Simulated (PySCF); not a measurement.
Si(Cl)3(OMe) (CH₃Cl₃OSi), SMILES Cl[Si](Cl)(Cl)OC. Atoms are numbered in the order given.

```xyz
9

C     -2.3881    -1.1501     0.0000
O     -0.9740    -1.3197     0.0000
Si     0.1102    -0.0795     0.0000
Cl    -0.1374     1.1052    -1.6698
Cl     1.9740    -0.9205     0.0000
Cl    -0.1374     1.1052     1.6698
H     -2.8501    -2.1562     0.0000
H     -2.7288    -0.5993     0.9036
H     -2.7288    -0.5993    -0.9036
```
Charge 0, spin multiplicity 1.

Geometry optimised at PBE-D3(BJ)/def2-SVP. One conformer was computed; it need not be the lowest.

Method: PySCF with PBE-D3(BJ)/def2-SVP.

Frequencies are harmonic and unscaled.

Problem. Estimate the vibrational spectrum. (The exact figures need the calculation; the answer reports its results.)

Solution. 
| mode | ν (cm⁻¹) | IR (km/mol) | Raman (Å⁴/amu) | depolarisation | moving atoms (share of kinetic energy) |
|---|---|---|---|---|---|
| 1 | 61 | 1.7 | 1.2 | 0.75 | C 40 %, Cl 31 %, H 23 % |
| 2 | 109 | 0.0 | 0.1 | 0.75 | H 98 % |
| 3 | 120 | 2.9 | 1.8 | 0.73 | Cl 47 %, C 34 %, H 16 % |
| 4 | 158 | 0.0 | 2.6 | 0.75 | Cl 79 %, O 13 % |
| 5 | 163 | 3.9 | 2.4 | 0.75 | Cl 71 %, C 11 % |
| 6 | 214 | 6.4 | 3.0 | 0.62 | Cl 58 %, Si 21 %, O 13 % |
| 7 | 273 | 16.1 | 2.2 | 0.75 | O 54 %, Cl 36 % |
| 8 | 312 | 6.0 | 2.7 | 0.48 | O 36 %, Cl 35 %, C 14 %, H 8 % |
| 9 | 435 | 9.7 | 13.5 | 0.00 | Cl 71 %, O 17 %, Si 9 % |
| 10 | 601 | 197.2 | 1.2 | 0.75 | Si 68 %, Cl 31 % |
| 11 | 632 | 198.3 | 1.3 | 0.66 | Si 70 %, Cl 29 % |
| 12 | 801 | 88.3 | 6.5 | 0.20 | Si 45 %, O 28 %, C 19 % |
| 13 | 1112 | 225.2 | 2.3 | 0.70 | O 40 %, C 32 %, H 25 % |
| 14 | 1133 | 0.2 | 2.3 | 0.75 | H 77 %, C 19 % |
| 15 | 1164 | 98.9 | 2.3 | 0.31 | H 52 %, O 24 %, C 22 % |
| 16 | 1418 | 1.2 | 5.3 | 0.70 | H 88 %, C 9 % |
| 17 | 1420 | 6.2 | 19.8 | 0.75 | H 97 % |
| 18 | 1424 | 9.2 | 14.5 | 0.75 | H 97 % |
| 19 | 2945 | 51.0 | 128.8 | 0.01 | H 97 % |
| 20 | 3028 | 19.8 | 50.5 | 0.75 | H 90 %, C 10 % |
| 21 | 3072 | 13.9 | 110.1 | 0.56 | H 90 %, C 10 % |
